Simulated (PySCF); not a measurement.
Worked example: dipole moment from atomic charges

Si(H)2(Me)(OH) (CH6OSi), SMILES O[SiH2]C. Atoms are numbered in the order given.

```xyz
9

Si    -0.1646     0.4484     0.1695
C      1.5611    -0.2392    -0.0279
O     -1.3284    -0.5928    -0.3834
H     -0.3329     1.6728    -0.6417
H     -0.3943     0.7694     1.6031
H      1.6998    -1.1467     0.5644
H      2.3019     0.4916     0.3073
H      1.7704    -0.4796    -1.0721
H     -1.4800    -1.4078     0.1004
```

Geometry optimised at B3LYP-D3(BJ)/def2-TZVP. Other conformers were not sampled.

Charges (e) from PySCF with r2SCAN/def2-TZVPD:

```json
[
 {"atom": "Si1", "IAO": "1.060", "ESP fit": "0.751"},
 {"atom": "C2", "IAO": "-0.780", "ESP fit": "-0.701"},
 {"atom": "O3", "IAO": "-0.810", "ESP fit": "-0.675"},
 {"atom": "H4", "IAO": "-0.155", "ESP fit": "-0.127"},
 {"atom": "H5", "IAO": "-0.177", "ESP fit": "-0.182"},
 {"atom": "H6", "IAO": "0.159", "ESP fit": "0.169"},
 {"atom": "H7", "IAO": "0.167", "ESP fit": "0.168"},
 {"atom": "H8", "IAO": "0.165", "ESP fit": "0.188"},
 {"atom": "H9", "IAO": "0.371", "ESP fit": "0.410"}
]
```

The dipole moment of the full density is 1.64 D.

Q: What dipole moment does each set of point charges give, and which comes closer to that of the density?

A: 
μ = Σ q r, and 1 e Å = 4.8032 D.
IAO: Σ q r = (0.203, 0.045, 0.329) e Å, |μ| = 1.87 D.
ESP fit: Σ q r = (0.193, -0.226, 0.182) e Å, |μ| = 1.67 D.
ESP fit comes closer in size. Point charges leave out the atoms' own dipoles (lone pairs, polarised bonds); fits to the potential absorb them, partitions of the density don't.
